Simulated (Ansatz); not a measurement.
`BCCCl` and `BCC[SiH3]` differ in one atom or group.

Ansatz, PBE0-D4/def2-TZVP geometries, multiplicity 1. Each molecule was computed in one conformer, which needn't be the lowest.

| property | `BCCCl` |
| --- | --- |
| HOMO–LUMO gap (ωB97M-V/def2-TZVPP) / eV | 11.13 |
| HOMO–LUMO gap (PBE/def2-TZVPP) / eV | 4.42 |
| size of the dipole moment (ωB97M-V/def2-TZVPP) / D | 2.19 |
| HOMO–LUMO gap (PBE0/def2-TZVPP) / eV | 6.87 |
| HOMO–LUMO gap (B3LYP/def2-TZVPP) / eV | 6.38 |
| HOMO energy (PBE/def2-TZVPP) / eV | -6.94 |

Problem. Give the same properties after the change, and the shifts. (Estimate.)

Solution. The calculation gave: 
```tsv
property	`BCC[SiH3]`	shift
HOMO–LUMO gap (ωB97M-V/def2-TZVPP) / eV	11.19	0.06
HOMO–LUMO gap (PBE/def2-TZVPP) / eV	4.90	0.48
size of the dipole moment (ωB97M-V/def2-TZVPP) / D	0.31	-1.88
HOMO–LUMO gap (PBE0/def2-TZVPP) / eV	7.12	0.25
HOMO–LUMO gap (B3LYP/def2-TZVPP) / eV	6.71	0.33
HOMO energy (PBE/def2-TZVPP) / eV	-6.99	-0.05
```

With PBE0 the HOMO rises by 0.13 eV and the LUMO rises by 0.37 eV, so the gap widens by about 0.24 eV. PBE moves the HOMO by -0.05 eV and ωB97M-V by 0.21 eV. Dipoles are sizes alone; their direction can turn.

B3LYP here is the variant with VWN-RPA as its local correlation; programs differ in this.
